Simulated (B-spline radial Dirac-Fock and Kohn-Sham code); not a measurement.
## Co⁵⁺: eigenvalues, ΔSCF and the reference

System: the Co⁵⁺ ion, configuration [Ar] 3d4.

The density-functional columns are spherical, spin-unpolarised Dirac-Kohn-Sham results without Breit or QED terms: −ε is minus the orbital energy of the initial state and ΔSCF the difference of two total energies. The reference in the last column comes from ΔSCF Dirac-Fock with Breit, self-energy and vacuum polarisation, finite nucleus, configuration average. All numbers are from a B-spline atomic structure program, in eV; a selection of levels is shown. For the 1s level of heavy atoms much of the gap between ΔSCF and the reference is the Breit and QED part, -12.9 eV here; for other levels the error of the functional can be larger.

```csv
level,LDA −ε,LDA ΔSCF,PBE −ε,PBE ΔSCF,Dirac-Fock
K,7663.9,7832.1,7680.1,7848.9,7820.0
L1,987.5,1019.5,989.4,1021.2,1042.1
L2,869.7,907.1,870.1,907.5,907.9
L3,854.9,891.8,855.3,892.2,893.4
M1,186.1,199.3,186.7,199.8,208.0
M2,150.3,163.3,150.4,163.4,164.6
M3,148.3,161.1,148.4,161.3,162.5
"M4,5",89.37,101.8,89.07,101.5,99.88
```

Q: Order the estimates of the K (1s) level by their distance from the Dirac-Fock value, nearest first.
A. LDA ΔSCF
B. PBE ΔSCF
C. LDA −ε
D. PBE −ε

A: A (12.1 eV), B (29.0 eV), D (139.8 eV), C (156.1 eV).

Values without a named source are computed, but for edge energies of neutral atoms, which are taken from tables.
